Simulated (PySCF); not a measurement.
C₄H₆, charge -1, doublet, geometry from GFN2-xTB (a state made from the parent by changing its charge; the spin is typed, not shown lowest) (in this run its highest filled SCF level lies above zero, so its values depend strongly on the basis, on diffuse functions most of all). Base run: HF/6-31G* in PySCF.

Here is a job for PySCF.
```python
from pyscf import gto, scf

mol = gto.Mole()
mol.atom = '''
    C     1.749645    0.228966   -0.673961
    C     0.668229   -0.167992    0.102037
    C    -0.668229    0.167992   -0.102037
    C    -1.749645   -0.228966    0.673961
    H     1.623455    0.863055   -1.540842
    H     2.761161   -0.078936   -0.444070
    H     0.887057   -0.808056    0.958700
    H    -0.887057    0.808056   -0.958700
    H    -2.761161    0.078936    0.444070
    H    -1.623455   -0.863055    1.540842
'''
mol.basis = '6-31g*'
mol.charge = -1
mol.spin = 1
mol.verbose = 4
mol.build()

mf = scf.UHF(mol)
mf.kernel()
mf.analyze()
```

Variants of this job, named by their change:

| change | basis functions | E (Eh) | HOMO (eV) |
|---|---|---|---|
| base | 68 | -154.83711 | 0.84 |
| basis = cc-pVTZ-DK; relativity = none | 204 | -154.90843 | 0.39 |
| basis = x2c-TZVPall; relativity = spin-free X2C; nucleus = Gaussian (with mol.nucmod = 'G') | 160 | -154.97595 | 0.33 |
| basis = cc-pVTZ-DK; relativity = spin-free X2C | 204 | -154.97020 | 0.39 |
| basis = cc-pVDZ-DK; relativity = none | 86 | -154.85859 | 0.60 |
| basis = cc-pVDZ-DK; relativity = spin-free X2C; nucleus = Gaussian (with mol.nucmod = 'G') | 86 | -154.92057 | 0.61 |
| basis = cc-pVTZ-DK; relativity = spin-free X2C; nucleus = Gaussian (with mol.nucmod = 'G') | 204 | -154.97019 | 0.39 |
| basis = cc-pVDZ-DK; relativity = spin-free X2C | 86 | -154.92059 | 0.61 |
| basis = x2c-TZVPall; relativity = none | 160 | -154.91459 | 0.32 |
| basis = x2c-TZVPall; relativity = spin-free X2C | 160 | -154.97596 | 0.33 |

Total energies compare only within one method and basis.

Open shells are given as the SCF converged; they aren't shown to be the lowest states, and a large step between rows can be another state.

Basis sets contracted for a relativistic Hamiltonian are a mismatch without it, so the rows without relativity aren't non-relativistic limits. No row has spin-orbit coupling; sets with core potentials leave out the core electrons.
